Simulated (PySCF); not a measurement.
C4H5Si, charge +1, multiplicity 1. Atoms are numbered in the order given.

```xyz
10

C      0.0000     0.7582    -1.2158
C      0.0000     1.3872    -0.0209
Si     0.0000     0.0000     1.1649
C      0.0000    -1.3872    -0.0209
C      0.0000    -0.7582    -1.2158
H      0.0000     1.2895    -2.1738
H      0.0000     2.4688     0.1181
H      0.0000     0.0000     2.6439
H      0.0000    -2.4688     0.1181
H      0.0000    -1.2895    -2.1738
```
Charge +1, spin multiplicity 1.

Geometry optimised at PBE0-D3(BJ)/def2-SVP. The multiplicity is an assumed one; no other spin state was optimised. The isomer is the one that the SMILES or the coordinates give; other isomers of the formula were not compared.

These are TDA-PBE/def2-SVPD in PySCF 2.14.0 values and carry that method's errors.

Vertical excitations. The molecule is in vacuum. State labels are in the subgroup C2v.

Computed excitation energies, oscillator strengths and character:
```csv
state,symmetry,energy (eV),λ (nm),f,main pairs
S1,B2,1.97,630,0.001,HOMO→LUMO 98 %
S2,A2,3.69,336,0.000,HOMO−1→LUMO 100 %
S3,B1,3.92,317,0.000,HOMO−2→LUMO 100 %
S4,A1,5.11,243,0.057,"HOMO−3→LUMO 78 %, HOMO→LUMO+3 20 %"
S5,B1,5.17,240,0.000,HOMO−4→LUMO 100 %
S6,A2,5.64,220,0.000,HOMO−5→LUMO 100 %
S7,A2,6.01,206,0.000,HOMO→LUMO+2 100 %
S8,B2,6.47,192,0.118,HOMO→LUMO+1 85 %
S9,B1,6.61,188,0.002,HOMO→LUMO+4 100 %
S10,A2,7.31,170,0.000,HOMO−1→LUMO+1 99 %
T1,B2,1.25,995,0,HOMO→LUMO 99 %
T2,A2,3.30,375,0,HOMO−1→LUMO 100 %
T3,B1,3.48,356,0,HOMO−2→LUMO 100 %
T4,A1,3.71,335,0,HOMO−3→LUMO 95 %
```
Triplets are in the Tamm–Dancoff approximation.
